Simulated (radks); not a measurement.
All-electron atom: Ge3+ in [Ar] 3d10 4s1. All-electron calculation, non-relativistic Kohn-Sham, exchange-only PBE, spin-polarised, spherical densities, point nucleus; open shells are filled with parallel spins first. Program: a radial shooting solver on a logarithmic mesh with Libxc functionals.

Unscreened Slater integrals over Kohn-Sham orbitals (eV). They are taken over the spin-up orbitals.

\begin{tabular}{lr}
integral & value \\ \hline
F0(4s,4s) & 12.991 \\
F0(4s,3d) & 16.399 \\
G2(4s,3d) & 1.6563 \\
F0(4s,3p) & 16.589 \\
G1(4s,3p) & 1.1167 \\
F0(4s,3s) & 16.625 \\
G0(4s,3s) & 0.82041 \\
F0(3d,3d) & 34.659 \\
F2(3d,3d) & 16.178 \\
F4(3d,3d) & 10.092 \\
F0(3d,3p) & 35.996 \\
F2(3d,3p) & 17.074 \\
G1(3d,3p) & 20.903 \\
G3(3d,3p) & 12.788 \\
F0(3d,3s) & 36.383 \\
G2(3d,3s) & 15.799 \\
F0(3p,3p) & 37.736 \\
F2(3p,3p) & 18.868 \\
F0(3p,3s) & 38.138 \\
G1(3p,3s) & 25.202 \\
F0(3s,3s) & 38.590 \\
\end{tabular}
